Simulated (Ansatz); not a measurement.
The cluster Ba₂Se₂ (the lowest singlet isomer of a short search) was relaxed with PBE-D4 (def2-SVP) in Ansatz in these states: neutral quintet, neutral singlet, neutral triplet. The geometries follow in no particular order.

In the def2 sets Ba takes a core potential; there is no spin–orbit coupling.

A:

Cartesian coordinates in Å:
```
Ba -2.060 0.053 -0.645
Ba 1.759 1.231 0.227
Se -0.333 -0.243 1.786
Se 0.634 -1.042 -1.369
```

B:

Cartesian coordinates in Å:
```
Ba -2.041 -0.088 -0.307
Ba 2.040 0.077 0.318
Se 0.280 -1.485 -1.439
Se -0.279 1.496 1.427
```

C:

```xyz
4

Ba   -1.572   -1.116    2.008
Ba    1.573    1.118   -2.007
Se    1.203   -0.536    0.644
Se   -1.203    0.534   -0.645
```

**Question.** Judge from the bond lengths which geometry belongs to which state (an estimate).

**Answer.** A is the neutral triplet (Ba1–Ba2 4.090 Å, Ba1–Se3 2.996 Å, Ba2–Se4 2.996 Å); B is the neutral singlet (Ba1–Ba2 4.132 Å, Ba1–Se3 2.936 Å, Ba2–Se4 2.936 Å); C is the neutral quintet (Ba1–Ba2 5.569 Å, Ba1–Se3 3.147 Å, Ba2–Se4 3.147 Å).

At PBE0-D4/def2-TZVP a singlet lies 2.01 eV below the neutral triplet. At PBE0-D4/def2-TZVP a singlet lies 4.39 eV below the neutral quintet. These are the stationary points nearest to one start from a short search; other shapes may lie lower in each state.
